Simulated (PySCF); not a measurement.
An unknown gives this computed stick spectrum. Method: TDDFT B3LYP/def2-SVPD, vertical, gas phase, core orbitals frozen in the response (PySCF 2.14.0, density-fitted response routines). Geometries: GFN2-xTB, one conformer each.

| state | λ (nm) | f |
| --- | --- | --- |
| S1 | 208.1 | 0.041 |
| S2 | 203.1 | 0.021 |
| S3 | 200.7 | 0.048 |
| S4 | 193.2 | 0.043 |
| S5 | 191.1 | 0.106 |
| S6 | 186.5 | 0.0033 |
| S7 | 184.7 | 0.099 |
| S8 | 180.9 | 0.0075 |

Task: Which candidate is it?
A. `CP(CP)C1CC1`
B. `C[C@H]1[C@@H]2CC[C@H]1C2`
C. `C=C/C=C/CCC`

Result: A. Its S1 lies at 5.96 eV; the nearest of the others has S1 at 5.60 eV. S1 is HOMO→LUMO (96%). Löwdin shares by element: HOMO phosphorus 59% or more, carbon 30% or more; LUMO phosphorus 41%, carbon 15% or more, hydrogen 8% or more (atoms not listed hold the other 36%). At the same level the other candidates give, for their lowest levels:
- `C[C@H]1[C@@H]2CC[C@H]1C2`: 163 nm (f 0.017); 155 nm (f 0.028); 155 nm (f 0.002); 153 nm (f 0.003); 151 nm (f 0.000); T1 7.49 eV; HOMO -7.90, LUMO 0.57 eV
- `C=C/C=C/CCC`: 221 nm (f 0.815); 200 nm (f 0.005); 198 nm (f 0.002); 191 nm (f 0.011); 185 nm (f 0.003); T1 3.23 eV; HOMO -6.29, LUMO -0.84 eV

Conformer computed: `[CH3:1][P:2]([CH2:3][PH2:4])[CH:5]1[CH2:6][CH2:7]1`: C1–P2–C3–P4 83°, C1–P2–C5–C6 -95°, H–P4–C3–P2 -48°, H–P4–C3–P2 44°.
Triplets come from the Tamm–Dancoff approximation.
